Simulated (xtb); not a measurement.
Br2Ge (SMILES [Br][Ge][Br]), singlet, at a GFN2-xTB geometry; GFN0-xTB with ALPB(cs2) in xtb 6.7.1.

The xtb input:
```
$ xtb mol.xyz --gfn 0 --alpb cs2 --json

# file mol.xyz
3

Ge     0.01682949     0.00687689     1.03311619
Br     1.00009172    -1.51961211    -0.47860423
Br    -1.01547868     1.51332467    -0.46595914
```

The log (banner, timings and long lists left out):

```
   ID    Z sym.   atoms
    1   32 Ge     1
    2   35 Br     2, 3

           -------------------------------------------------
          |                Calculation Setup                |
           -------------------------------------------------

           -------------------------------------------------
          |                 G F N 0 - x T B                 |
           -------------------------------------------------

      * Solvation model:               ALPB
        Solvent                        cs2
        Parameter file                 internal GFN-FF/ALPB
        Dielectric constant                2.6400E+00
        Reference state                gsolv [1 M gas/solution]
        Free energy shift                  4.5141E-03 Eh       2.8326E+00 kcal/mol
        Temperature                        2.9815E+02 K
        Density                            1.2600E+00 kg/L
        Solvent mass                       7.6140E+01 g/mol
        Interaction kernel             P16
        Born radius scaling (c1)           1.2853E+00
        Born radii integrator          GBOBC
        Born offset                        0.0000E+00 a0       0.0000E+00 AA
        H-bond correction              false
        Ion screening                  false
        Surface tension                    1.0000E-05 Eh       1.5569E+01 dyn/cm
        Grid points                               230 per atom

          ...................................................
          :                      SETUP                      :
          :.................................................:
          :  # basis functions                  30          :
          :  # atomic orbitals                  27          :
          :  # shells                            9          :
          :  # electrons                        18          :
          :  electronic temp.          300.0000000     K    :
          :  accuracy                    1.0000000          :
          :  -> integral cutoff          0.2500000E+02      :
          :  -> integral neglect         0.1000000E-07      :
          ...................................................

         :::::::::::::::::::::::::::::::::::::::::::::::::::::
         ::                     SUMMARY                     ::
         :::::::::::::::::::::::::::::::::::::::::::::::::::::
         :: total energy              -9.376109847959 Eh    ::
         :: total w/o Gsasa/hb        -9.367398918028 Eh    ::
         :: gradient norm              0.002626231090 Eh/a0 ::
         :: HOMO-LUMO gap              2.633488010361 eV    ::
         ::.................................................::
         :: H0 energy                 -9.252674531268 Eh    ::
         :: repulsion energy           0.005525442445 Eh    ::
         :: electrostat energy        -0.128224771849 Eh    ::
         :: -> Gsolv                   0.000000000000 Eh    ::
         ::    -> Gsasa               -0.013224994333 Eh    ::
         ::    -> Gshift               0.004514064402 Eh    ::
         :: dispersion energy         -0.000735987287 Eh    ::
         :: short-range corr.          0.000000000000 Eh    ::
         :: add. restraining           0.000000000000 Eh    ::
         :: total charge               0.000000000000 e     ::
         :::::::::::::::::::::::::::::::::::::::::::::::::::::

           -------------------------------------------------
          |                Property Printout                |
           -------------------------------------------------

    * Orbital Energies and Occupations

         #    Occupation            Energy/Eh            Energy/eV
      -------------------------------------------------------------
         1        2.0000           -0.7319711             -19.9179
         2        2.0000           -0.7301285             -19.8678
         3        2.0000           -0.5808634             -15.8061
         4        2.0000           -0.4544430             -12.3660
         5        2.0000           -0.4424339             -12.0392
         6        2.0000           -0.4382090             -11.9243
         7        2.0000           -0.4273987             -11.6301
         8        2.0000           -0.4185339             -11.3889
         9        2.0000           -0.4023559             -10.9487 (HOMO)
        10                         -0.3055770              -8.3152 (LUMO)
        11                         -0.2113842              -5.7521
        12                         -0.2040363              -5.5521
        13                         -0.0524081              -1.4261
        14                         -0.0519090              -1.4125
        15                         -0.0511772              -1.3926
        16                         -0.0439739              -1.1966
        17                         -0.0409569              -1.1145
        18                         -0.0366772              -0.9980
        19                         -0.0314344              -0.8554
        20                         -0.0127896              -0.3480
       ...                                ...                  ...
        27                          1.0451193              28.4391
      -------------------------------------------------------------
                  HL-Gap            0.0967789 Eh            2.6335 eV
             Fermi-level            0.0000000 Eh            0.0000 eV

     #   Z          covCN         q      C6AA      α(0)
     1  32 Ge       1.670     0.583   270.455    33.854
     2  35 Br       0.853    -0.291   188.562    22.154
     3  35 Br       0.853    -0.291   188.562    22.154

 Mol. C6AA /au·bohr⁶  :       1906.595681
 Mol. C8AA /au·bohr⁸  :     139899.158828
 Mol. α(0) /au        :         78.162730

Wiberg/Mayer (AO) data.
largest (>0.10) Wiberg bond orders for each atom

 ---------------------------------------------------------------------------
     #   Z sym  total        # sym  WBO       # sym  WBO       # sym  WBO
 ---------------------------------------------------------------------------
     1  32 Ge   2.810 --     2 Br   1.405     3 Br   1.405
     2  35 Br   1.484 --     1 Ge   1.405
     3  35 Br   1.484 --     1 Ge   1.405
 ---------------------------------------------------------------------------

Topologies differ in total number of bonds
Writing topology from bond orders to xtbtopo.mol

 dipole moment from electron density (au)
     X       Y       Z
   0.0132   0.0054   0.8096  total (Debye):    2.058

           -------------------------------------------------
          | TOTAL ENERGY               -9.376109847959 Eh   |
          | GRADIENT NORM               0.002626231090 Eh/α |
          | HOMO-LUMO GAP               2.633488010361 eV   |
           -------------------------------------------------

normal termination of xtb
```
